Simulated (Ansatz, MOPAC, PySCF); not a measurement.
Lewis adduct: BH3 (SMILES B) (first 4 atoms) with CH4O (SMILES CO); geometry from B3LYP-D3(BJ)/def2-TZVP, rigid monomers moved along the line of their centres of mass till B1···O6 is 1.51 Å.
(charge 0, multiplicity 1):
```xyz
10

B      0.0314    -0.0098     0.7831
H     -0.3262     1.1245     0.6106
H     -0.6037    -0.8514     0.2043
H      1.2284    -0.1728     0.7716
C      0.2995     0.5135     3.1861
O     -0.3879    -0.2975     2.2087
H     -0.0567     0.2483     4.1801
H      0.0412     1.5413     2.9520
H      1.3767     0.3737     3.0982
H     -0.2467    -1.2347     2.3913
```

Counterpoise-corrected where a basis set is named; no monomer relaxation. Rows marked so take none.

Rows in 3-21G, STO-3G carry no dispersion term and start afresh at each structure. The state that PM3 reach isn't checked.

Codes used: Ansatz (a quantum-chemistry and plane-wave program); MOPAC for PM3 (differences of heats of formation); PySCF for 3-21G rows, STO-3G rows. Values without a source in brackets are computed.

Question: One of these levels gives -1929.0 meV for the interaction energy. Which?
(A) HF/3-21G (no counterpoise)
(B) PBE/def2-TZVPPD
(C) HF/STO-3G (no counterpoise)
(D) PM3

Answer: D, PM3. The others give -2232.1 (HF/STO-3G (no counterpoise)), -1304.4 (HF/3-21G (no counterpoise)), -1156.2 (PBE/def2-TZVPPD)
